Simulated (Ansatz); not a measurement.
Isolated molecules relaxed with PBE0-D4/def2-TZVP in Ansatz; ΔE leaves out vibrations. CCSD(T)/CBS adds triple-zeta CCSD(T) − MP2 to the extrapolated MP2 energy (def2 sets, frozen cores). Functionals use def2-TZVPP. def2 core potentials past Kr. For Te outer-core shells are correlated without core-valence functions, which leaves a few kJ/mol of doubt a bond. One conformer a species, not always the lowest.

Reaction (cleavage of the Si–Si bond): `F[SiH2][SiH2]S` + H₂Te → `F[SiH2][TeH]` + `[SiH3]S`

```
         species  PBE-D4 energy (Eh)
`F[SiH2][SiH2]S`         -1079.61805
            H₂Te          -269.19982
  `F[SiH2][TeH]`          -659.04049
       `[SiH3]S`          -689.79963
```

(1) Work out ΔE.

Largest T1 diagnostic among the species: 0.012.

Answers

(1) ΔE = (-659.04049) + (-689.79963) − (-1079.61805) − (-269.19982) = -0.02225 Eh = -58.4 kJ/mol. CCSD(T)/CBS gives -69.6 kJ/mol.

From BLYP to BHLYP (50 % exact exchange), in def2-TZVPP and without D4, ΔE moves by −5.7 kJ/mol. At CCSD(T), def2-SVP lies +9.0 kJ/mol from the extrapolated value and def2-TZVPP +5.0 kJ/mol.
